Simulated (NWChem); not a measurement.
System: CH4BBr; SMILES B(Br)C

```xyz
7

B     -0.6216     0.9841     0.0258
H     -1.8162     1.0873     0.1595
Br     0.0245    -0.8046    -0.1630
C      0.3300     2.2109     0.0087
H      1.3949     1.9802    -0.1260
H      0.1958     2.7759     0.9490
H      0.0029     2.9041    -0.7872
```
Atoms are numbered in this order, from 1.

Results from NWChem. Pople sets run with spherical d functions. Geometry: optimised at PBE0/def2-SVP. GIAO values for the isolated, static molecule; σ is the absolute isotropic shielding, δ = σ(reference) − σ with the isolated reference molecule computed at the same levels (11B: boron trifluoride, 13C: tetramethylsilane, 1H: tetramethylsilane). Spin-orbit effects, on the heavy nuclei and on their neighbours, are missing.

| level | δ B1 (ppm) | δ H2 (ppm) | σ Br3 (ppm) | δ C4 (ppm) | δ H5 (rotor mean) (ppm) |
|---|---|---|---|---|---|
| B3LYP/6-31G* | 68.6 | 7.61 | 2125.9 | 17.4 | 1.27 |
| PBE0/pcSseg-1 | 72.6 | 7.53 | 1991.4 | 20.4 | 1.43 |
| KT2/pcSseg-1 | 68.7 | 7.47 | 1927.0 | 21.0 | 1.40 |
| LDA (Slater exchange, VWN5)/pcSseg-1 | 79.8 | 7.82 | 1780.4 | 23.2 | 1.50 |
